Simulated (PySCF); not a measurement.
CH2Cl3FSi.

```xyz
8

F      2.4294    -0.9746     0.0000
C      1.1396    -1.4695     0.0000
Si    -0.1060    -0.0533     0.0000
Cl     0.1351     1.1113     1.6749
Cl     0.1351     1.1113    -1.6749
Cl    -1.9865    -0.8970     0.0000
H      0.9809    -2.1002     0.8934
H      0.9809    -2.1002    -0.8934
```
Charge 0, spin multiplicity 1.

The structure is a stationary point at B3LYP-D3(BJ)/def2-SVP. One conformer was computed; it need not be the lowest.

Method: PBE/pcSseg-1 (PySCF). Non-relativistic, no solvent.

Computed absolute GIAO shielding of each atom: isotropic value and principal components (ppm):
| atom | σ(iso) | σ11 | σ22 | σ33 | span |
|---|---|---|---|---|---|
| F1 | 443.6 | 415.7 | 456.7 | 458.3 | 42.6 |
| C2 | 94.4 | 58.4 | 73.0 | 151.7 | 93.3 |
| Si3 | 302.0 | 281.2 | 291.2 | 333.5 | 52.3 |
| Cl4 | 780.1 | 640.5 | 742.4 | 957.3 | 316.7 |
| Cl5 | 780.1 | 640.5 | 742.4 | 957.3 | 316.7 |
| Cl6 | 788.9 | 657.5 | 754.3 | 955.1 | 297.6 |
| H7 | 26.6 | 22.7 | 27.6 | 29.5 | 6.8 |
| H8 | 26.6 | 22.7 | 27.6 | 29.5 | 6.8 |
